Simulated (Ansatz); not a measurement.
Consider the ligand exchange at a B–C bond: `COB(C)Br` + H₂S → `COB(S)Br` + CH₄.

Gas-phase electronic energies from Ansatz, PBE0-D4/def2-TZVP geometries. CCSD(T)/CBS adds triple-zeta CCSD(T) − MP2 to the extrapolated MP2 energy (def2 sets, frozen cores). This one scheme is used for every species. Functionals use def2-TZVPP. B3LYP here is the variant with VWN-RPA as its local correlation; programs differ in this. HSE06 is defined as in plane-wave codes. For Br outer-core shells are correlated without core-valence functions, which leaves a few kJ/mol of doubt a bond. Scalar relativity is left out up to krypton. Each species was taken in one conformer, which may not be the lowest.

Question: Is it downhill or uphill in electronic energy at CCSD(T)/CBS, and by how much? (An estimate is asked.)

Answer: Computed: Downhill: ΔE = -0.57 eV.

Question: What do these levels give: LDA (SPW92), BLYP-D4, B3LYP-D4, r2SCANh-D4, HSE06-D4, B2PLYP, MP2/def2-SVP, CCSD/def2-SVP, CCSD(T)/def2-SVP, HF/def2-QZVPP, MP2/def2-QZVPP, SCS-MP2/def2-QZVPP? (An estimate is asked.)

Answer: Computed: LDA (SPW92) -0.56, BLYP-D4 -0.60, B3LYP-D4 -0.58, r2SCANh-D4 -0.61, HSE06-D4 -0.59, B2PLYP -0.58, MP2/def2-SVP -0.67, CCSD/def2-SVP -0.60, CCSD(T)/def2-SVP -0.62, HF/def2-QZVPP -0.49, MP2/def2-QZVPP -0.62, SCS-MP2/def2-QZVPP -0.59 eV.

Largest T1 diagnostic among the species: 0.011.

In def2-TZVPP, CCSD(T) changes the Hartree–Fock value by −0.07 eV (the triples alone add −0.03 eV) and MP2 by −0.13 eV. The D4 term adds −0.03 eV with B3LYP and −0.02 eV with PBE0; it sums over pairs of atoms, weighted by their polarisabilities, and B3LYP, whose exchange is more repulsive, gets the larger term. Leaving LDA and LC-ωPBE aside and taking each functional with its dispersion term where it has one, the values, not all of them listed here, spread over 0.09 eV, from revPBE-D4 to CAM-B3LYP-D4.
